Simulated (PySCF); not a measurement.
**Bond curve of KF**

Set-up: K aug-pcseg-1, F aug-pcseg-1; no relativity (PySCF 2.14). Energies in eV from K + F in their ground configurations at the same level. All curves are PBE0. state 1: ¹Σ⁺ (singlet), closed shell; state 2: triplet, unpaired electrons σ ↑, π ↑, a second solution, started from another occupation.

| R (Å) | state 1 | state 2 |
| --- | --- | --- |
| 1.877 | -4.462 | 2.2758 |
| 1.964 | -4.815 | 1.5905 |
| 2.051 | -5.005 | 1.1051 |
| 2.116 | -5.069 | 0.8386 |
| 2.182 | -5.085 | 0.6344 |
| 2.248 | -5.064 | 0.4790 |
| 2.335 | -4.995 | 0.3285 |
| 2.444 | -4.864 | 0.2041 |
| 2.575 | -4.672 | 0.1149 |
| 2.749 | -4.392 | 0.0533 |

Problem. Put a parabola through the three lowest points of the state 1 curve and estimate Re, k and ωe (reduced mass 12.77 u; 1 eV/Å² = 0.16022 mdyn/Å; ωe = 1302.8·√(k/μ) cm⁻¹).

Solution. Through R = 2.116, 2.182, 2.248 Å the second-order coefficient is 4.25 eV/Å², so Re ≈ 2.178 Å, k ≈ 1.36 mdyn/Å and ωe ≈ 425 cm⁻¹. A polynomial fit of higher order to the unrounded PBE0 energies gives Re = 2.174 Å, k = 1.42 mdyn/Å, ωe = 434 cm⁻¹; anharmonicity and rounding make the difference.

The higher-order fit for each curve: state 1: Re = 2.174 Å, ωe = 434 cm⁻¹, De = 5.09 eV. State 2 gave no clean fit.
